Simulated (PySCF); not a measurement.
SeCl3, SMILES Cl[Se](Cl)Cl, multiplicity 2.

Geometry: B3LYP-D3(BJ)/def2-SVP. The spin state was assumed, not searched. The isomer is the one that the SMILES or the coordinates give; other isomers of the formula were not compared.

All values below come from PBE0/def2-TZVPD in PySCF.

Isolated molecule, no solvent.

### Question
Estimate the frontier levels, dipole moment and polarisability. (An estimate is asked for; the answer gives what the named calculation found.)

### Answer

| Property | Result |
|---|---|
| α spin, highest occupied and lowest empty level | -7.89 and -3.73 eV |
| β spin, highest occupied and lowest empty level | -8.80 and -5.15 eV |
| dipole moment | 0.88 D |
| quadrupole, principal values (traceless, Buckingham form, about the centre of nuclear charge) | -6.60, 1.69, 4.91 D·Å |
| mean static polarisability | 89.5 bohr³ (13.26 Å³) |
| polarisability, principal values | 54.5, 82.5, 131.5 bohr³ |
| ⟨S²⟩ | 0.757 (pure state 0.75) |
